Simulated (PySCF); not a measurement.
Gas-phase reaction: Sb₂ + 6 C₃H₇ (n-propyl) ⇌ 2 Sb(CH₃)₃ + 3 C₄H₈ (isobutene)

Computed with PySCF and rigid-rotor harmonic-oscillator thermochemistry at 1 bar. † marks an energy on the PBE0/def2-TZVP geometry and frequencies; other levels use their own. MP2 and CCSD(T) freeze the core. Open shells (unrestricted): C₃H₇ (n-propyl) (multiplicity 2); the rest are closed-shell singlets. B3LYP is the form with VWN-RPA correlation. Sb: scalar-relativistic def2 core potential, no spin-orbit coupling. MP2 isn't extrapolated to the basis-set limit. CCSD(T) isn't extrapolated to the basis-set limit.

```json
[
 {"level": "B3LYP/def2-TZVP†", "ΔH°(298 K), kJ": "-765"},
 {"level": "BLYP/def2-TZVP†", "ΔH°(298 K), kJ": "-770"},
 {"level": "CCSD(T)/def2-SVP†", "ΔH°(298 K), kJ": "-721"},
 {"level": "HF/def2-TZVP†", "ΔH°(298 K), kJ": "…"},
 {"level": "M06-2X/def2-TZVP†", "ΔH°(298 K), kJ": "-890"},
 {"level": "MP2/def2-TZVPP†", "ΔH°(298 K), kJ": "…"},
 {"level": "PBE/def2-TZVP†", "ΔH°(298 K), kJ": "-805"},
 {"level": "PBE0/def2-SVP†", "ΔH°(298 K), kJ": "-725"},
 {"level": "PBE0/def2-TZVP", "ΔH°(298 K), kJ": "…"},
 {"level": "r2SCAN/def2-TZVP†", "ΔH°(298 K), kJ": "-743"},
 {"level": "LDA/def2-TZVP†", "ΔH°(298 K), kJ": "…"}
]
```

Problem. Complete the blanks.

Solution. 
- HF/def2-TZVP†, ΔH°(298 K), kJ: -475
- MP2/def2-TZVPP†, ΔH°(298 K), kJ: -883
- PBE0/def2-TZVP, ΔH°(298 K), kJ: -771
- LDA/def2-TZVP†, ΔH°(298 K), kJ: -961
